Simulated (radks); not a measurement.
Spherical quantum dot in the effective-mass picture: electrons in a hard-walled sphere of radius 7.51, with a point charge +2 (a donor) at the centre, all in effective atomic units (hartree* = m*/eps^2 hartree, bohr* = eps/m* bohr), one dielectric constant everywhere. Calculated with a radial shooting solver with Libxc functionals: non-relativistic Kohn-Sham, exchange-only LDA, spin-polarised, spherical densities. Levels are named by radial order and angular momentum (1s, 1p, 1d, 2s, ...), and open shells are averaged over m.

N = 24, configuration 1s2 1p6 1d10 2s2 1f(up 4, down 0). This is the lowest configuration that the search found. Occupied and some empty levels:

level    occupation  eigenvalue (hartree*)  <r> (bohr*)
1s up             1                 3.4768        1.049
1s down           1                 3.4769        1.031
2s up             1                 3.6317        5.492
2s down           1                 3.6621        5.482
1p up             3                 3.6636        5.592
1p down           3                 3.6946        5.567
1d up             5                 3.7328        5.686
1d down           5                 3.7645        5.671
1f up             4                 3.8311        5.773
1f down           0                 3.8635        5.764
1g up             0                 3.9569        5.854
1g down           0                 3.9898        5.848
2p up             0                 4.1502        3.756
2p down           0                 4.1613        3.726
2d up             0                 4.3352        4.286
2d down           0                 4.3504        4.264

Energy (hartree*): total 41.0032, kinetic 10.835, external -14.559, Hartree 49.831, exchange-correlation -5.1043.
